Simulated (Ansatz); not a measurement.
C2H6GaO, SMILES `C[O][Ga][CH3]` radical, relaxed with UKS PBE0-D4/def2-TZVP in Ansatz from a GFN2-xTB geometry. The force threshold is 0.005 eV/Å; the program also tests the step.

Charge 0, multiplicity 2.

Start:

```xyz
10

C     1.365   -1.202    1.190
O     0.923   -0.134    0.393
Ga    0.547    1.271   -0.578
C    -1.591    1.151   -1.237
H     2.115   -0.862    1.910
H     1.804   -1.984    0.566
H     0.518   -1.623    1.739
H    -2.188    1.080   -0.335
H    -1.678    0.255   -1.843
H    -1.815    2.048   -1.804
```

Task: By how much does the energy fall, and how many steps does the optimiser take? (An estimate is asked.)

Result: The calculation gave: 9.99 kcal/mol, in 42 steps, 9 of them rejected.

Task: Which bonds change most? (Best estimate.)

Result: The calculation gave: Ga3–C4 from 2.241 to 1.999 Å; O2–Ga3 from 1.748 to 1.800 Å; C4–H8 from 1.084 to 1.091 Å; C4–H9 from 1.084 to 1.091 Å.

Task: Give the relaxed structure. (An estimate is asked.)

Result: Ansatz gave: 
```xyz
10

C     1.422   -1.233    1.132
O     0.420   -0.697    0.316
Ga    0.018    1.033    0.023
C    -1.531    1.248   -1.223
H     2.034   -0.467    1.625
H     2.092   -1.865    0.538
H     0.977   -1.859    1.914
H    -2.395    1.610   -0.664
H    -1.746    0.267   -1.651
H    -1.292    1.964   -2.009
```
